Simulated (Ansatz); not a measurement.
Basis-set extrapolation for CH₄AlFSSi (PBE0-D4/def2-TZVP geometry, frozen core, the Gaussian-basis code of Ansatz). Multiplicity 1, RHF reference.

```csv
,def2-TZVPP,def2-QZVPP
HF,-1068.145241,-1068.179406
MP2 correlation,-0.772818,-0.837776
CCSD(T) correlation,-0.853959,not run
```

Energies in hartree. Use E(X) = E(∞) + A·exp(−7.88·√X) for Hartree–Fock and E(X) = E(∞) + B·X^(−2.97) for correlation, with X = 3 and 4, and add CCSD(T) minus MP2 of the smaller set to the MP2 limit.

**Question.** What is the CCSD(T) energy at the basis-set limit?

**Answer.** HF limit: -1068.179406 + (-0.034165) × 0.13774 = -1068.18411. MP2 limit: -0.837776 + (-0.064958) × 0.74074 = -0.88589. Higher-order term: -0.853959 − (-0.772818) = -0.08114. Total: -1069.15114 hartree, 398.9 kJ/mol below CCSD(T)/def2-TZVPP.
